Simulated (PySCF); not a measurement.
Compound: C₃BN₃.
SMILES: `N#CB(C#N)C#N`

Method: PySCF, PBE0-D3(BJ)/def2-SVP geometry optimisation, gas phase.

Masses are those of the commonest isotopes; rigid-rotor values at the optimised geometry. 

(1) Give the principal moments of inertia and the rotational constants in MHz.

(2) What kind of rotor is it?

(3) What does the inertial defect say?

Answers

(1) Ia = 193.46, Ib = 194.52, Ic = 387.98 u·Å²; 505379 MHz·u·Å²/I gives A = 2612, B = 2598, C = 1303 MHz.

(2) An oblate symmetric top, as the point group D3h requires two equal moments; the computed ones differ by 0.55 % because the geometry is symmetric only within the optimiser's tolerance: κ = (2 × 2598 − 2612 − 1303)/(2612 − 1303) = 0.98.

(3) Planar: Δ = Ic − Ia − Ib = 0.00 u·Å². For a rigid frame Δ = −2 Σ m c², so it vanishes when all atoms lie in the ab plane; here none is more than 0.01 Å from it.

The point group D3h allows no dipole (computed: 0.02 D), so a rigid rotor has no electric-dipole lines.

Estimate the classical rotational partition function at 25 K, 200 K and 298.15 K.

Point group D3h, symmetry number σ = 6; q = (√π/σ)·√((kT/h)³/(ABC)), k/h = 20836.6 MHz/K: 1180 at 25 K, 26700 at 200 K, 48600 at 298.15 K.

Whether it is a minimum is left open (no frequencies). These are rigid-rotor constants of the computed structure; measured ground-state constants (B0) also hold zero-point vibration.
